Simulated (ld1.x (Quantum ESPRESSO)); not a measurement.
Results of a calculation; reference values are marked as such.
# Potentials for sulfur (S) compared

Generated with ld1.x 7.5 (TM, RRKJ, ultrasoft, PAW), atompaw 4.2 or ONCVPSP 4.0.1. The cutoff is in Ry: for ld1.x and atompaw files where the sum of valence levels is converged to 10 mRy in a Bessel basis, for ONCV files where the hardest occupied wave has 1 mHa per electron of residual kinetic energy. The error is the largest all-electron minus pseudo excitation energy over each file’s own four to seven test configurations (ionisations up to +4, promotions, holes and added fractions of an electron), all of which were solved. The labels leave out finer settings (local radius, basis sizes, second energies), which also bear on the numbers. Spin-polarised tests are not counted. The rows are a selection from randomly drawn settings: files with unsolved tests, undetermined cutoffs or missed reference levels are left out.

| potential | cutoff (Ry) | largest error (meV) | bound ghosts |
| --- | --- | --- | --- |
| RRKJ, LDA (PZ), non-relativistic, rc 1.25/1.40 (sp), local p, core correction yes, reference 3s1.75 3p4.25 | 25 | +80 | none |
| TM, Wu–Cohen, non-relativistic, rc 1.15/1.80/1.55 (spd), local smoothed, core correction no, reference 3s2 3p4 | 55 | +121 | none |
| ultrasoft, PBE, scalar-relativistic, rc 1.75/1.80 (sp), local smoothed, core correction yes, reference 3s2 3p3.5 | 18 | +103 | none |
| TM, PBE, scalar-relativistic, rc 1.35/1.20 (sp), local s, core correction no, reference 3s2 3p2 | 70 | +77 | none |
| RRKJ, PBE, non-relativistic, rc 1.20/1.25 (sp), local p, core correction no, reference 3s1.5 3p4.5 | 55 | +159 | none |
| TM, PBE, non-relativistic, rc 1.25/1.50/1.15 (spd), local s, core correction no, reference 3s2 3p4 | 40 | +194 | none |
| TM, PBEsol, scalar-relativistic, rc 0.95/1.60 (sp), local smoothed, core correction yes, reference 3s2 3p4 | 90 | +116 | none |
| TM, LDA (PZ), non-relativistic, rc 1.45/1.65/1.60 (spd), local smoothed, core correction yes, reference 3s2 3p3.5 | 35 | +229 | none |

Fill in the row for S: ultrasoft, revPBE, non-relativistic, rc 1.40/1.60 (sp), local smoothed, core correction yes, reference 3s2 3p4.

cutoff 21 Ry, largest error +71 meV, bound ghosts: none.
